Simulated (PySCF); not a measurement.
Compound: C5H9B.
Numbering: `[CH:1]#[C:2][BH:3][CH2:4][CH2:5][CH3:6]` (hydrogens: H7 on C1; H8 on B3; H9, H10 on C4; H11, H12 on C5; H13, H14, H15 on C6)

Structure used (GFN2-xTB), in Å, numbered top down from 1:
```xyz
15
C5H9B angstrom
C      3.2128   -0.1137    0.5573
C      2.3368   -0.3922   -0.2238
B      1.2622   -0.7390   -1.2142
C     -0.2641   -0.5180   -0.8894
C     -0.6228   -0.0934    0.5359
C     -2.1244    0.1118    0.7045
H      3.9765    0.1297    1.2393
H      1.5728   -1.1677   -2.2615
H     -0.6403    0.2418   -1.5849
H     -0.8256   -1.4241   -1.1402
H     -0.2801   -0.8571    1.2374
H     -0.1002    0.8337    0.7810
H     -2.3647    0.3893    1.7287
H     -2.6658   -0.8015    0.4630
H     -2.4775    0.9026    0.0449
```

A PySCF run (density fitting, gas phase, GFN2-xTB geometry) gave HOMO -7.86 eV, LUMO -1.90 eV, dipole 0.67 D and E = -220.420 Eh.

Question: Which of these levels was it?
A. BHandHLYP/6-311G**
B. CAM-B3LYP/cc-pVDZ
C. wB97X-D/pcSseg-1
D. PBE/6-31G*
E. PBE0/pcSseg-1

Answer: E. It is PBE0/pcSseg-1. All candidates on this geometry:

| level and settings | kind | basis functions | SCF cycles | E (Eh) | HOMO (eV) | LUMO (eV) | dipole (D) |
| --- | --- | --- | --- | --- | --- | --- | --- |
| PBE/6-31G*, level shift 0.2 Eh | GGA | 102 | 10 | -220.3971 | -6.26 | -2.50 | 0.75 |
| PBE0/pcSseg-1 | global hybrid | 147 | 14 | -220.4198 | -7.86 | -1.90 | 0.67 |
| BHandHLYP/6-311G**, grid level 4, level shift 0.1 Eh | global hybrid | 162 | 12 | -220.6502 | -8.90 | -0.73 | 0.65 |
| CAM-B3LYP/cc-pVDZ, start guess vsap, fitting basis def2-universal-jkfit | range-separated hybrid | 129 | 13 | -220.5928 | -9.04 | -0.60 | 0.63 |
| wB97X-D/pcSseg-1, start guess atom | range-separated hybrid | 147 | 11 | -220.6303 | -9.73 | -0.04 | 0.62 |

The nearest other candidate, by the summed differences of HOMO and LUMO, is PBE/6-31G*: its HOMO differs by +1.60 eV and its LUMO by -0.60 eV. wB97X-D ran without the empirical dispersion term, which would shift the total energy alone. Cycle counts include a coarse-grid stage where the run had one. All basis functions are spherical, in the Pople sets too.
